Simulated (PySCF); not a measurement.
Ionisation energy of Au⁺ by level of theory

Au⁺ [Xe] 4f14 5d10 (1S) → Au²⁺ [Xe] 4f14 5d9 (2D), as a difference of total energies. All numbers are calculated (PySCF 2.14, scalar relativity through the core potential, in aug-cc-pVDZ-PP with ECP60MDF (5s5p4d2f, 54 functions)). Correlated levels: valence: 5s2 5p6 frozen. The calculations carry no spin-orbit coupling.

Order these methods by the ionisation energy they give, lowest first.
A. MN15
B. MP2 (valence)
C. PBE
D. PBE0

B (20.755 eV), D (20.778 eV), A (20.898 eV), C (20.983 eV).

The reference lies between the lowest fine-structure levels, while these numbers refer to the centres of the terms.

Errors of the correlated levels include the incompleteness of this basis and the frozen core.

For comparison: 20.203 ± 0.025 eV (measured; NIST Atomic Spectra Database, ionization energies).
